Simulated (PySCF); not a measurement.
How methods differ on the excitation energy of P²⁺

P²⁺ [Ne] 3s2 3p1 (2P) → P²⁺ [Ne] 3s1 3p2 (4P), as a difference of total energies. Computed with PySCF 2.14 in aug-cc-pV(Q+d)Z, with the non-relativistic Hamiltonian (point nucleus). Correlated levels: valence: [Ne] frozen. The calculations carry no spin-orbit coupling.

| method | excitation energy (eV) |
| --- | --- |
| UHF | 5.422 |
| MP2 (valence) | 6.449 |
| SCS-MP2 (valence) | 6.847 |
| CCSD (valence) | 6.784 |
| CCSD(T) (valence) | 6.812 |

Q: How much does correlation contribute at CCSD(T) (valence)?

A: 6.812 − (5.422) = 1.390 eV, measured against UHF.
